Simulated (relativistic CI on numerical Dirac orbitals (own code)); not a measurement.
**Hyperfine structure of Tm³⁶⁺, mass number 169**

Calculated at this level of theory: Dirac-Coulomb-Breit CI, KLI orbitals optimised for each configuration, QED by a radiative potential, unscaled Slater integrals (own radial code, finite nucleus).

CI space (outside the closed core [Ar] 3d10): 4s2.4p3, 4s.4p4, 4s2.4p2.4d, 4p5, 4s.4p3.4d, 4s2.4p2.4f, 4s.4p3.4f, 4p4.4d, 4s.4p2.4d2, 4s2.4p.4d.4f, 4p4.4f, 4s2.4p.4d2, 4s2.4d3, 4s.4p.4d3, 4s2.4d2.4f, 4s.4p.4d2.4f, 4p3.4d2, 4p2.4d3, 4p2.4d2.4f. Double excitations out of closed p, d and f shells are left out; levels of such configurations are missing from the list, as are those of other unlisted configurations, and high levels can miss mixing partners.

Nuclear spin I = 1/2, μ = -0.231 μN (tables of Stone and Pyykkö). The electronic factors are computed for point nuclear moments, without core polarisation or the Bohr-Weisskopf and QED corrections.

```tsv
Level	E (cm⁻¹)	A (GHz)
4s2.4p3 2D°_5/2	519488	-48.82
4s2.4p3 2P°_1/2	571977	-162.4
4s2.4p3 2P°_3/2	1057487	-21.06
4s.4p4 4P_5/2	1140589	-98.26
4s.4p4 2S_1/2	1278641	-473.6
4s2.4p2.4d 4D_1/2	1572852	-53.82
```

Levels with J = 0, under 50 % of one LS term, or S terms without an open s electron are left out. Small factors come from cancelling terms and can be off by tens of per cent or more.

At this charge energies of transitions that change n are usually good to better than 1 %, and those within a shell (Δn = 0) to a few per cent.

**Question.** Give the hyperfine levels of 4s2.4p3 2P°_1/2 relative to its centre of gravity.

**Answer.** With K = F(F + 1) − I(I + 1) − J(J + 1), E = AK/2: F = 0: 121.8, F = 1: -40.6 GHz.

LS names give the leading component of a level, which can be under half, so a name can repeat, a term be missing and a line seem to break the LS rules.
